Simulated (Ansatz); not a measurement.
System (SMILES): BrCl (Cl-Br).
Atoms: Cl1, Br2. Bonds: Cl1-Br2.

How fast the highest harmonic wavenumber converges with the basis for several methods (Ansatz, a program for electronic structure): deviation from each method's own reference, in cm⁻¹. References: B3LYP 431 cm⁻¹, the value in pcseg-3; CCSD(T) 441 cm⁻¹, the value in cc-pV(Q+d)Z; HF 487 cm⁻¹, the value in pcseg-3; MP2 464 cm⁻¹, the value in def2-QZVPP; PBE 429 cm⁻¹, the value in pcseg-3. Cartesian d functions, on some or all atoms, in 6-31G*, 6-311G**; all else is spherical. In correlated methods cores are frozen (with 3d on Ga to Br). No added dispersion term, no relativity. Each level at its own minimum, unscaled; the references are large sets that could be run, not limits.

```csv
basis,functions,B3LYP,CCSD(T),HF,MP2,PBE
cc-pV(D+d)Z,50,-14,-38,-20,-29,-16
def2-SVP,50,-23,-47,-31,-36,-26
6-31G*,54,-9,-28,-6,-20,-12
aug-cc-pV(D+d)Z,68,-10,-39,-18,-35,-11
6-311G**,71,-16,-31,-9,-25,-20
pcseg-2,77,-4,-6,-5,-3,-4
cc-pV(T+d)Z,82,-1,-7,-2,-5,-1
def2-TZVP,85,-3,-9,-4,-6,-3
def2-TZVPP,90,-3,-9,-4,-6,-3
def2-TZVPPD,108,-1,-7,-1,-5,0
aug-cc-pV(T+d)Z,114,-2,-10,-2,-8,-2
cc-pV(Q+d)Z,132,-1,0,-1,-1,-1
```

Mean absolute deviation over 6-311G**, pcseg-2, cc-pV(T+d)Z, def2-TZVP, def2-TZVPP, def2-TZVPPD, aug-cc-pV(T+d)Z: HF 4, B3LYP 4, PBE 5, MP2 8, CCSD(T) 11 cm⁻¹.
